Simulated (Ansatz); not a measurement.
Program: Ansatz. Geometries: PBE0-D4/def2-TZVP. ΔE: electronic, gas phase. CBS: MP2 limit from def2 TZ/QZ plus the TZ coupled-cluster correction, frozen cores. DFT in def2-TZVPP. For Ge outer-core shells are correlated without core-valence functions, which leaves a few kJ/mol of doubt a bond. Scalar relativity is left out up to krypton. One conformer a species, not always the lowest.

Consider the redistribution: `O[SiH](O)[GeH3]` + `[SH][Al]([SH])[Cl]` → `O[SiH](S)[GeH3]` + `[OH][Al]([SH])[Cl]`.

`O[SiH](O)[GeH3]`:

Z-matrix (Å, degrees):
```
Si
O 1 1.644
Ge 1 2.390 2 109.6
O 1 1.644 2 113.8 3 -123.1
H 1 1.477 2 105.1 3 122.5
H 2 0.958 1 119.0 3 42.4
H 3 1.538 1 112.0 2 56.5
H 3 1.545 1 109.8 2 -62.5
H 3 1.538 1 112.0 2 178.5
H 4 0.958 1 119.0 2 80.5
```

`[SH][Al]([SH])[Cl]`:

Cartesian coordinates in Å:
```
S 0.007 1.587 -1.474
Al -0.001 -0.001 0.000
S 1.544 -0.051 1.518
Cl -1.487 -1.472 -0.042
H -1.100 1.106 -2.066
H 1.036 -1.170 2.064
```

`O[SiH](S)[GeH3]`:

```xyz
10

O     0.439    1.433    1.409
Si    0.837    0.147    0.457
S     2.073    0.813   -1.137
Ge   -1.121   -0.919   -0.387
H    -0.311    1.332    1.997
H     1.705   -0.821    1.179
H     1.090    1.475   -1.772
H    -1.779   -0.030   -1.458
H    -2.158   -1.154    0.730
H    -0.775   -2.276   -1.018
```

`[OH][Al]([SH])[Cl]`:

Z-matrix (Å, degrees):
```
Al
S 1 2.161
Cl 1 2.092 2 120.7
O 1 1.680 2 117.8 3 -180.0
H 2 1.345 1 91.8 3 -0.0
H 4 0.956 1 124.1 2 180.0
```

```csv
level,ΔE (kJ/mol)
r2SCAN-D4,14.3
CCSD/def2-TZVPP,15.6
```

Problem. What does CCSD(T)/CBS give? (An estimate is asked.)

Solution. Ansatz gave: +14.9 kJ/mol. The listed levels differ from it by -0.6, 0.7 kJ/mol.

Largest T1 diagnostic among the species: 0.012.

In def2-TZVPP, CCSD(T) changes the Hartree–Fock value by −4.9 kJ/mol (the triples alone add −0.2 kJ/mol) and MP2 by −6.5 kJ/mol.
